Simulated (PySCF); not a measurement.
C2H6STe. Atoms are numbered in the order given.

```xyz
10

Te     0.0704    -0.0757     0.7229
C      0.8037    -1.3958    -0.8732
C      1.4930    -0.6589    -2.0079
H     -0.0669    -1.9720    -1.2161
H      1.4805    -2.0855    -0.3426
H      2.3882    -0.1224    -1.6580
H      0.8134     0.0763    -2.4659
H      1.8025    -1.3686    -2.7949
S     -1.3378     1.3238    -0.6994
H     -2.4544     0.5573    -0.6385
```

Geometry optimised at B3LYP-D3(BJ)/def2-SVP. The structure was generated by enumeration, and PubChem lists no compound with its InChIKey, so it may never have been made. The def2 effective core potentials stand for the cores of Te; spin–orbit coupling is left out. Other conformers were not sampled.

The numbers are results of PBE0/def2-TZVP (PySCF), not measurements.

Isolated molecule, no solvent.

Q: Estimate the frontier levels, gap, dipole moment and polarisability. (An estimate is asked for; the answer gives what the named calculation found.)

A: 
```json
{
 "highest_occupied_level": "-6.24 eV",
 "lowest_empty_level": "-1.68 eV",
 "orbital_gap": "4.56 eV",
 "dipole_moment": "0.397 e·Å",
 "quadrupole, principal values (traceless, Buckingham form, about the centre of nuclear charge)": "-3.76, 0.24, 3.52 D·Å",
 "mean_static_polarisability": "83.6 bohr³ (12.38 Å³)",
 "polarisability_principal_values": "64.0, 86.3, 100.4 bohr³"
}
```
